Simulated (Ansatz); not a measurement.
The molecule ZnGe, multiplicity 3 (lowest of 2S+1 = 1, 3 at CCSD(T)/def2-TZVPP on PBE0 minima; our sources give no spin for the ground state, which may be another). No spin–orbit coupling. Zn is treated without relativity. Ge is treated without relativity.

The constants come from a fifth-degree fit in 1/R (seven points, main isotopes). In def2 and cc sets the state is the lowest found near the PBE0 minimum, followed along R.

Correlated levels freeze the inner cores; with def2 sets outer-core shells near the valence are correlated too.

Codes used: Ansatz (an electronic-structure program) with Gaussian orbitals. 

Energies at B2PLYP/def2-TZVPP:

```tsv
R (Å)	E (hartree)
2.280023	-3855.78899418
2.341313	-3855.79114366
2.397701	-3855.79219330
2.461444	-3855.79256107
2.525186	-3855.79227688
2.598735	-3855.79137566
2.684543	-3855.78981968
```

### Question
With a reduced mass of 34.2815 u, find the minimum, the force constant and the constants.

### Answer
A fifth-degree polynomial in 1/R puts the minimum at r_e = 2.4622 Å with force constant 69.2 N/m. Then ω_e = (1/2πc)√(k/μ) = 185 cm⁻¹ and B_e = h/(8π²cμr_e²) = 0.08111 cm⁻¹; the cubic and quartic terms give α_e = 0.00065 and ω_e x_e = 1.4 cm⁻¹.
